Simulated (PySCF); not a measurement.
## Dipole response of Hf²⁺ (hafnium, charge +2)

[Xe] 4f14 5d1 6s1, high-spin 3D determinant (an excited configuration). All numbers are calculated (PySCF 2.14, scalar relativity through the core potential, in aug-cc-pwCVTZ-PP with ECP60MDF). Coupled (time-dependent) response in atomic units; α is the mean over directions.

| method | mean α (bohr³) | α xx, yy, zz | C₆ (like pair) | S(−4) |
| --- | --- | --- | --- | --- |
| wB97X-V | 32.51 | 34.04, 34.04, 29.46 | 211.3 | 638.9 |

S(−4) is the Cauchy moment in α(ω) = α(0) + S(−4) ω² + …

Spin-orbit coupling is absent.

α(iu) at wB97X-V:

```
u (hartree)  α(iu) (bohr³)
          0          32.51
     0.0500          31.00
      0.100          27.31
      0.200          19.13
      0.300          13.52
      0.500          8.054
      0.750          5.268
       1.00          3.878
       1.50          2.434
       2.00          1.673
       3.00         0.9141
       5.00         0.3820
```

For an ion, C₆ is the dispersion term alone; charge-induced terms of lower order in 1/R come first.

The components differ because the open shell of this determinant is not spherical; for a pure term their mean is the scalar polarisability.

Energies and moments cover only the electrons outside the core potential. Spin-orbit coupling, absent here, splits the open shell strongly.
